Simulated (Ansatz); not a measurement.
Consider the formal loss of a carbene: `FCC(F)C(F)F` → `FC(F)C(F)F` + `[CH2]` (triplet).

Program: Ansatz. Geometries: PBE0-D4/def2-TZVP. ΔE: electronic, gas phase. CBS: MP2 limit from def2 TZ/QZ plus the TZ coupled-cluster correction, frozen cores. This one scheme is used for every species. DFT in def2-TZVPP. B3LYP here is the variant with VWN-RPA as its local correlation; programs differ in this. Triplets are unrestricted, without spin–orbit coupling. One conformer a species, not always the lowest.

`FCC(F)C(F)F`:

```xyz
11

F     0.307    1.119   -2.114
C    -0.281    0.838   -0.902
C     0.567   -0.152   -0.150
F     1.705    0.457    0.330
C    -0.160   -0.763    1.034
F    -0.746    0.200    1.785
F    -1.138   -1.583    0.578
H    -0.372    1.766   -0.335
H    -1.273    0.415   -1.083
H     0.874   -0.963   -0.819
H     0.516   -1.334    1.676
```

`FC(F)C(F)F`:

Cartesian coordinates in Å:
```
F 0.156 -1.342 -1.109
C -0.455 -0.584 -0.177
F -0.645 -1.335 0.925
C 0.455 0.584 0.177
F -0.156 1.343 1.108
F 0.647 1.334 -0.925
H -1.423 -0.244 -0.560
H 1.423 0.244 0.561
```

`[CH2]` (triplet):

Cartesian coordinates in Å:
```
C -0.236 -0.061 -0.130
H -0.300 -0.210 0.937
H 0.536 0.271 -0.807
```

```csv
level,ΔE (kJ/mol),difference from CCSD(T)/CBS
PBE-D4,417.4,2.8
ωB97X-V,425.6,11.0
B2PLYP,403.6,-11.0
PBE,411.4,-3.2
PBE0,403.6,-11.0
B3LYP,397.5,-17.1
SCS-MP2/def2-TZVPP,415.1,0.5
CCSD/def2-TZVPP,391.4,-23.2
HF/def2-QZVPP,266.2,-148.4
HF/CBS(def2),266.2,-148.4
CCSD(T)/CBS,414.6,0
```

Largest T1 diagnostic among the species: 0.012.

The D4 term adds +9.5 kJ/mol with B3LYP and +5.1 kJ/mol with PBE0; it sums over pairs of atoms, weighted by their polarisabilities, and B3LYP, whose exchange is more repulsive, gets the larger term. In def2-TZVPP, CCSD(T) changes the Hartree–Fock value by +135.6 kJ/mol (the triples alone add +10.5 kJ/mol) and MP2 by +145.9 kJ/mol. From PBE to PBE0 (25 % exact exchange), in def2-TZVPP and without D4, ΔE moves by −7.8 kJ/mol.

CCSD(T)/CBS has its own doubt, a few kJ/mol and more with outer-core shells, so smaller differences from it don't rank the levels.
